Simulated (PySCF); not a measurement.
AlCl, neutral, multiplicity 1. Atoms are numbered in the order given.

```xyz
2

Al     0.0000     0.0000    -1.2166
Cl     0.0000     0.0000     0.9304
```
Charge 0, spin multiplicity 1.

Geometry: PBE0-D3(BJ)/def2-TZVPD.

All values below come from PBE0/pcSseg-2 (PySCF).

GIAO shieldings, no solvent; atoms alike by connectivity are averaged. δ = σ(ref) − σ: ³⁵Cl against HCl (σ = 943.3 ppm), references at their B3LYP-D3(BJ)/def2-TZVP geometries, non-relativistic (without spin–orbit terms, shifts of atoms bonded to Cl or Br come out too high).

```
nucleus  atoms  count  δ (ppm)
-------  -----  -----  -------
³⁵Cl       Cl2      1    401.8
```
